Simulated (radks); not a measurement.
Trend from B to Tl: ionisation energy by Delta-SCF between NIST ground configurations, and size. Calculated with a radial shooting solver on a logarithmic mesh with Libxc functionals: scalar-relativistic Kohn-Sham, r2SCAN, spin-polarised, spherical densities, finite nucleus; open shells are filled with parallel spins first (spin-orbit coupling, left out, can overturn this in heavy ions); meta-GGA in the generalised Kohn-Sham scheme; Fermi nuclear charge, rms radius of each element as measured or else 0.836 A^(1/3) + 0.57 fm.

| species | configuration | configuration of the ion | IE (eV) | NIST (eV) | kind | -e(HOMO) (eV) |
|---|---|---|---|---|---|---|
| B | [He] 2s2 2p1 | [He] 2s2 | 8.306 | 8.298 | exp. | 4.029 (2p) |
| Al | [Ne] 3s2 3p1 | [Ne] 3s2 | 5.898 | 5.986 | exp. | 3.057 (3p) |
| Ga | [Ar] 3d10 4s2 4p1 | [Ar] 3d10 4s2 | 5.850 | 5.999 | exp. | 2.960 (4p) |
| In | [Kr] 4d10 5s2 5p1 | [Kr] 4d10 5s2 | 5.487 | 5.786 | exp. | 2.870 (5p) |
| Tl | [Hg] 6p1 | [Hg] | 5.206 | 6.108 | exp. | 2.672 (6p) |

Reference values: NIST Atomic Spectra Database (measured). Open shells are spherical and high-spin; term and fine-structure splittings are not resolved. Spin-orbit splitting is averaged out at the scalar-relativistic level.
